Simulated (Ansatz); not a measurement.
`[NH2][Ti]([Cl])([Cl])[Cl]` + H₂O → `[OH][Ti]([Cl])([Cl])[Cl]` + NH₃ at 600 K and 1 bar (formal hydrolysis of a Ti–N bond).

Gas-phase electronic energies from Ansatz, PBE0-D4/def2-TZVP geometries. CCSD(T)/CBS adds triple-zeta CCSD(T) − MP2 to the extrapolated MP2 energy (def2 sets, frozen cores). This one scheme is used for every species. For Ti outer-core shells are correlated without core-valence functions, which leaves a few kJ/mol of doubt a bond. Scalar relativity is left out up to krypton. Each species was taken in one conformer, which may not be the lowest.

```tsv
species	CCSD(T)/CBS energy (Eh)	H − E (kJ/mol)	S (J/(mol·K))
`[NH2][Ti]([Cl])([Cl])[Cl]`	-2284.39597	136.6	476.6
H₂O	-76.37941	76.8	212.8
`[OH][Ti]([Cl])([Cl])[Cl]`	-2304.28409	102.0	464.6
NH₃	-56.50880	112.4	219.5
```

H − E and S are ideal-gas, rigid-rotor, harmonic terms from PBE0-D4/def2-TZVP, for one conformer and one mirror image of each species. 1 Eh = 2625.50 kJ/mol, R = 8.31446 J/(mol·K).

By hand: ΔE, ΔH, ΔS and ΔG.

ΔE = (-2304.28409) + (-56.50880) − (-2284.39597) − (-76.37941) = -0.01751 Eh = -46.0 kJ/mol. Δ(H − E) = 102.0 + 112.4 − 136.6 − 76.8 = 1.0, so ΔH = -45.0 kJ/mol. ΔS = 464.6 + 219.5 − 476.6 − 212.8 = -5.3 J/(mol·K). ΔG = -45.0 − 600 × (-5.3)/1000 = -41.8 kJ/mol.

By hand: the equilibrium constant, and the temperature at which ΔG would vanish if ΔH and ΔS stayed fixed.

log₁₀ K = −ΔG/(RT ln 10) = 3.6. ΔG = 0 at ΔH/ΔS = 8491 K, far beyond where these terms or the molecules hold.

The number of gas molecules stays the same, so ΔS is small and ΔH decides. A doubt of 5 kJ/mol in ΔE shifts log₁₀ K by 0.4 here. Other conformers and mirror images would add mixing entropy, several J/(mol·K) or more a flexible species. Modes under 60 cm⁻¹, often nearly free rotors, make the harmonic entropy too high. These are equilibria of isolated gas molecules and say nothing of rates. Largest T1 diagnostic: 0.025 (customary marks: 0.02 for closed shells, 0.045 for open ones).
